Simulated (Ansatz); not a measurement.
The cluster K3Sn3I9. Total charge 0; singlet. Geometry r2SCAN-D4/def2-SVP; atoms count from 1.

Cartesian coordinates in Å:
```
K -1.8232 3.0049 0.6275
K 2.4803 1.2009 2.2702
K 1.7231 1.7567 -2.5869
Sn 1.6685 -2.5006 -0.5457
Sn -1.4607 -1.3988 2.2900
Sn -2.1277 -0.9097 -1.9948
I -1.4449 -3.6188 -0.1888
I -1.9142 1.9749 -2.8792
I -0.0037 -0.0096 -0.0005
I -0.8924 1.2253 3.6821
I 1.5118 3.7862 0.1976
I 3.8995 -0.4618 -0.6604
I 0.6318 -1.6406 -3.4561
I -3.8319 -0.0697 0.5890
I 1.5838 -2.3393 2.6561
```

In the def2 sets I, Sn take a core potential; there is no spin–orbit coupling. Single mean-field runs in def2-TZVP are fitted with def2-universal-jkfit. Another isomer (singlet) lies 0.02 eV lower at r2SCAN-D4/def2-TZVP; other spin states weren't run for this one.

Question: Estimate the Mulliken populations from the PBE0/def2-TZVP orbitals of Ansatz.

Answer: 
```json
{"atom": "K1", "charge (e)": "0.70"}
{"atom": "K2", "charge (e)": "0.70"}
{"atom": "K3", "charge (e)": "0.70"}
{"atom": "Sn4", "charge (e)": "0.57"}
{"atom": "Sn5", "charge (e)": "0.57"}
{"atom": "Sn6", "charge (e)": "0.57"}
{"atom": "I7", "charge (e)": "-0.37"}
{"atom": "I8", "charge (e)": "-0.45"}
{"atom": "I9", "charge (e)": "-0.26"}
{"atom": "I10", "charge (e)": "-0.45"}
{"atom": "I11", "charge (e)": "-0.69"}
{"atom": "I12", "charge (e)": "-0.45"}
{"atom": "I13", "charge (e)": "-0.38"}
{"atom": "I14", "charge (e)": "-0.38"}
{"atom": "I15", "charge (e)": "-0.38"}
```
Mulliken values and Mayer orders depend strongly on the basis.

Question: And the Mayer bond orders between bonded heavy atoms (over 0.3)?

Answer: Sn4–I7 0.34 (3.33 Å); Sn4–I9 0.44 (3.05 Å); Sn4–I12 0.65 (3.02 Å); Sn4–I13 0.44 (3.21 Å); Sn4–I15 0.44 (3.21 Å); Sn5–I7 0.34 (3.33 Å); Sn5–I9 0.44 (3.05 Å); Sn5–I10 0.65 (3.02 Å); Sn5–I14 0.44 (3.21 Å); Sn5–I15 0.44 (3.21 Å); Sn6–I7 0.34 (3.33 Å); Sn6–I8 0.65 (3.02 Å); Sn6–I9 0.44 (3.05 Å); Sn6–I13 0.44 (3.21 Å); Sn6–I14 0.44 (3.21 Å).
